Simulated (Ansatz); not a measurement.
The cluster B₈N⁺. The state is a singlet with charge 1. Geometry PBE0-D4/def2-SVP, basis def2-TZVP, Ansatz.

```xyz
9

N     1.340    0.379    2.095
B     1.098   -0.704    1.355
B     0.519    1.157    1.389
B    -0.238   -1.493   -1.374
B    -1.056    1.139   -1.326
B    -0.452    1.462    0.113
B    -1.026   -0.283   -2.005
B     0.457   -1.464    0.061
B    -0.643   -0.194   -0.309
```

```csv
run,HOMO (eV),LUMO (eV)
A,-11.37,-10.77
B,-14.20,-7.79
C,-12.24,-9.91
D,-13.31,-8.74
E,-11.51,-10.63
```

The structure comes from a short search, and lower isomers may exist.

Question: The runs used CAM-B3LYP, PBE, PBE0, r2SCAN, ωB97X-V. Estimate which is which.

Answer: A PBE (0 % exact exchange); B ωB97X-V (range-separated); C PBE0 (25 % exact exchange); D CAM-B3LYP (range-separated); E r2SCAN (0 % exact exchange). Exact exchange lowers occupied and raises empty levels; among semilocal functionals meta-GGAs tend to open the gap a little, and such runs are hard to tell apart. The gap grows from 0.60 eV (PBE) to 6.41 eV (ωB97X-V).
